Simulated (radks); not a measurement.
Problem. Ag29+, 18 electrons, occupied as [Ar]. Calculated with a radial shooting solver on a logarithmic mesh with Libxc functionals: Dirac Kohn-Sham, exchange-only PBE, spin-unpolarised, spherical densities, finite nucleus; Fermi nuclear charge, rms radius 4.5454 fm. Some entries of the table are withheld. Estimate them.

orbital,occ.,eigenvalue (eV),<r> (bohr),r(max) (bohr)
1s1/2,2,-26731.29,0.03111,(1)
2s1/2,2,-5118.232,0.1333,(2)
2p1/2,2,-4865.986,(3),(4)
2p3/2,4,-4688.086,(5),(6)
3s1/2,2,-1847.105,0.3341,0.3134
3p1/2,2,-1754.820,(7),0.2972
3p3/2,4,-1714.073,(8),0.3052

Solution. 
(1) 1s1/2 r(max) (bohr): 0.02016
(2) 2s1/2 r(max) (bohr): 0.1137
(3) 2p1/2 <r> (bohr): 0.1130
(4) 2p1/2 r(max) (bohr): 0.08791
(5) 2p3/2 <r> (bohr): 0.1179
(6) 2p3/2 r(max) (bohr): 0.09210
(7) 3p1/2 <r> (bohr): 0.3203
(8) 3p3/2 <r> (bohr): 0.3282
